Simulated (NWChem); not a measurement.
All runs are NWChem calculations. System: C2H4NO, charge 0, spin multiplicity 2, at a geometry optimised with UPBE0/def2-SVP. The structure started from a generated list of species. Its SCF solution wasn't tested for a lower state. Level: UB2PLYP/def2-SVP, 4 core orbitals frozen.

NWChem printed:

```
             Northwest Computational Chemistry Package (NWChem) 7.3.0
             --------------------------------------------------------

                                NWChem Input Module
                                -------------------

 Scaling coordinates for geometry "geometry" by  1.889725989
 (inverse scale =  0.529177249)

                             Geometry "geometry" -> ""
                             -------------------------

 Output coordinates in angstroms (scale by  1.889725989 to convert to a.u.)

  No.       Tag          Charge          X              Y              Z
 ---- ---------------- ---------- -------------- -------------- --------------
    1 C                    6.0000    -1.44198000    -0.27849800     0.05432800
    2 N                    7.0000    -0.27993900    -0.33005300    -0.76278400
    3 C                    6.0000     0.92849200    -0.05454900    -0.17756200
    4 O                    8.0000     1.07176900     0.71627000     0.75190000
    5 H                    1.0000    -2.22996700     0.30679600    -0.44720100
    6 H                    1.0000    -1.84500900    -1.30714100     0.13730400
    7 H                    1.0000    -1.24855600     0.11188400     1.06803700
    8 H                    1.0000     1.78988900    -0.53304800    -0.69445200

 Effective nuclear repulsion energy (a.u.)     113.1197431484

            Nuclear Dipole moment (a.u.)
            ----------------------------
        X                 Y               Z
 ---------------- ---------------- ----------------
     0.0000151178    -0.0000037795    -0.0000075589


 Summary of "ao basis" -> "" (spherical)
 ------------------------------------------------------------------------------
       Tag                 Description            Shells   Functions and Types
 ---------------- ------------------------------  ------  ---------------------
 *                          def2-svp                  on all atoms

  dft_input: which_mp2 not specified, using semidirect MP2 by default.

                                 NWChem DFT Module
                                 -----------------

 Summary of "ao basis" -> "ao basis" (spherical)
 ------------------------------------------------------------------------------
       Tag                 Description            Shells   Functions and Types
 ---------------- ------------------------------  ------  ---------------------
 C                          def2-svp                 6       14   3s2p1d
[...]
     L   x y z        total         alpha         beta         nuclear
     -   - - -        -----         -----         ----         -------
     0   0 0 0     -0.000000    -16.000000    -15.000000     31.000000

     1   1 0 0     -0.473062     -0.068021     -0.405056      0.000015
     1   0 1 0     -0.593294     -0.135239     -0.458051     -0.000004
     1   0 0 1     -0.133292      0.278151     -0.411435     -0.000008

     2   2 0 0    -15.757339    -81.452980    -79.024951    144.720593
     2   1 1 0     -1.162775    -18.253194    -16.933124     34.023544
     2   1 0 1     -1.945477     -9.990337     -8.559973     16.604833
     2   0 2 0    -17.784820    -23.395517    -20.991970     26.602667
     2   0 1 1     -1.459668    -12.482790    -11.157302     22.180424
     2   0 0 2    -19.890718    -30.278385    -27.624139     38.011806

                   NWChem MP2 Semi-direct Energy/Gradient Module
                   ---------------------------------------------

  Basis functions       =     76
  Molecular orbitals    =     76
  Frozen core           =      4
  Frozen virtuals       =      0
  Active alpha occupied =     12
  Active beta occupied  =     11
  Active alpha virtual  =     60
  Active beta virtual   =     61
  Use MO symmetry       = F
  Use skeleton AO sym   = F

  AO/Fock/Back tols     =   1.0D-09  1.0D-09  1.0D-09

 GA uses MA = F    GA memory limited = T

 Available:
  local mem=  4.43D+07
 global mem=  1.44D+08
 local disk=  0.00D+00
  mp2_memr nvloc                    60
  nvloc new                    60
   1 passes of  12:        3145728                      30143                   7123843.
   1 passes of  12: M     44323660           G      144167648           F      41177932.

 Semi-direct pass number   1 of   1  for UHF alpha       at        8.0s
  vrange nnbf                  2906
  mp2_eaftype                    27  avail_ma_in_mb                   386
 EAF : mp2_eaftype filesize          27    3561922.
  mp2_eaf for mointskh                     27
Node 0 wrote     16.7 Mb in      0.0 s     Agg I/O rate:  1906.4 Mb/s
 Done moints_semi at        8.8s
  mp2_eaftype                    27  avail_ma_in_mb                   386
 EAF : mp2_eaftype filesize          27    3561922.
  mp2_eaf for kh                    27
 Done maket at        8.9s
 Done multipass loop at        8.9s

 GA uses MA = F    GA memory limited = T

 Available:
  local mem=  4.43D+07
 global mem=  1.44D+08
 local disk=  0.00D+00
  mp2_memr nvloc                    61
  nvloc new                    61
   1 passes of  11:        3145728                      28893                   6639704.
   1 passes of  11: M     44323660           G      144167648           F      41177932.

 Semi-direct pass number   1 of   1  for UHF beta        at        8.9s
  vrange nnbf                  2906
  mp2_eaftype                    25  avail_ma_in_mb                   386
 EAF : mp2_eaftype filesize          25    3319852.
  mp2_eaf for mointskh                     25
Node 0 wrote     15.6 Mb in      0.0 s     Agg I/O rate:  2005.0 Mb/s
 Done moints_semi at        9.6s
  mp2_eaftype                    25  avail_ma_in_mb                   386
 EAF : mp2_eaftype filesize          25    3319852.
  mp2_eaf for kh                    25
 Done maket at        9.7s
 Done multipass loop at        9.7s

          -------------------------------------------
          DFT energy                    -207.961497853380
          Unscaled MP2 energy             -0.718287009730
          Total DFT+MP2 energy          -208.155435346007
          -------------------------------------------

 -----------------------
 Performance information
 -----------------------

 Timer overhead =  1.53D-07 seconds/call

               Nr. of calls         CPU time (s)                 Wall time (s)                GFlops
             ---------------    -------------------     ------------------------------   -------------------
Name         Min   Avg   Max    Min     Avg     Max     Min     Avg     Max   Mx/calls   Min     Max     Sum
mp2: moin     2     2     2    1.6     1.6     1.6      1.6     1.6     1.6    0.79      0.0     0.0     0.0
mp2: make     2     2     2   0.17    0.17    0.17     0.17    0.17    0.17    8.69E-2   0.0     0.0     0.0
mp2: tota     1     1     1    1.8     1.8     1.8      1.8     1.8     1.8     1.8      0.0     0.0     0.0

 The average no. of pstat calls per process was 5.00D+00
 with a timing overhead of 7.65D-07s

 Task  times  cpu:        9.7s     wall:        9.7s

 Total times  cpu:        9.7s     wall:        9.7s
```

### Question
Write an NWChem input that would produce this output.

### Answer
Several could match; the one computed here: 
```
start mol
memory heap 200 mb stack 900 mb global 1100 mb
geometry units angstroms nocenter noautoz noautosym
  C     -1.441980    -0.278498     0.054328
  N     -0.279939    -0.330053    -0.762784
  C      0.928492    -0.054549    -0.177562
  O      1.071769     0.716270     0.751900
  H     -2.229967     0.306796    -0.447201
  H     -1.845009    -1.307141     0.137304
  H     -1.248556     0.111884     1.068037
  H      1.789889    -0.533048    -0.694452
end
basis spherical
  * library def2-svp
end
dft
  xc hfexch 0.53 becke88 0.47 lyp 0.73 mp2 0.27
  dftmp2
  odft
  mult 2
  semidirect memsize 60000000 filesize 0
  iterations 100
end
mp2
  freeze core 4
end
task dft energy
```
